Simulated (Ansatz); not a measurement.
ScO, multiplicity 2 (the spin of the measured ground state), most abundant isotopes (44.9559 and 15.9949 u). Constants from fifth-degree fits in 1/R to seven points on the lowest solution found; no spin–orbit coupling, no relativity up to Kr; ω_e x_e and α_e move by some per cent with the fit.

Correlated levels freeze the inner cores; with def2 sets outer-core shells near the valence are correlated too.

Programs: Ansatz (Gaussian basis) for Hartree–Fock, density functionals and correlated methods. 

Total energies (hartree; each atom in its lowest state at that level) and vibrational constants (cm⁻¹):

```tsv
level	E(ScO) at r_e	E(Sc)	E(O)	ω_e	ω_e x_e
B3LYP/def2-TZVPP	-835.983364	-760.630754	-75.096275	1005	3.6
wB97M-V/def2-TZVPP	-835.894029	-760.571018	-75.077171	1033	3.4
CCSD(T)/def2-QZVPP	-835.300487	-760.052562	-74.994067	949	2.0
CCSD(T)/def2-TZVPP	-835.215189	-759.990719	-74.976744	976	3.6
```

Problem. Work out D_e and D₀ in eV.

Solution. 
D_e = E(Sc) + E(O) − E(molecule), times 27.2114 eV; D₀ = D_e − (ω_e/2 − ω_e x_e/4)/8065.54.
- B3LYP/def2-TZVPP: D_e = 6.975, zero point 0.062, D₀ = 6.913 eV
- wB97M-V/def2-TZVPP: D_e = 6.690, zero point 0.064, D₀ = 6.626 eV
- CCSD(T)/def2-QZVPP: D_e = 6.908, zero point 0.059, D₀ = 6.849 eV
- CCSD(T)/def2-TZVPP: D_e = 6.741, zero point 0.060, D₀ = 6.681 eV
No counterpoise correction is made.

Ansatz is a quantum-chemistry and plane-wave program.
